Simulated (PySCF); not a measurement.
Cl₂GaH₃N, SMILES [Cl][Ga](<-[NH3])[Cl] (connectivity only; charge and spin as stated), neutral, multiplicity 2.

Geometry optimised at PBE0-D3(BJ)/def2-SVP. The spin state was assumed, not searched. The isomer is the one that the SMILES or the coordinates give; other isomers of the formula were not compared.

Two levels are set side by side: PBE/def2-TZVP (PySCF) and B3LYP/def2-TZVP (PySCF). Same geometry, gas phase. Differences are taken from unrounded values.

```tsv
quantity	B3LYP	PBE	PBE minus B3LYP
α-spin orbital gap (eV)	5.07	3.76	-1.31
β-spin orbital gap (eV)	4.75	3.18	-1.57
dipole moment (D)	5.82	5.72	-0.11
mean polarisability (bohr³)	67.5	69.9	2.4
```

Loosely held outer electrons make PBE densities more polarisable. Differences between two approximate levels are no errors against the true value.

Rough cost on one machine, each run with all the roots and properties that it gave: B3LYP against PBE within a factor of 2.
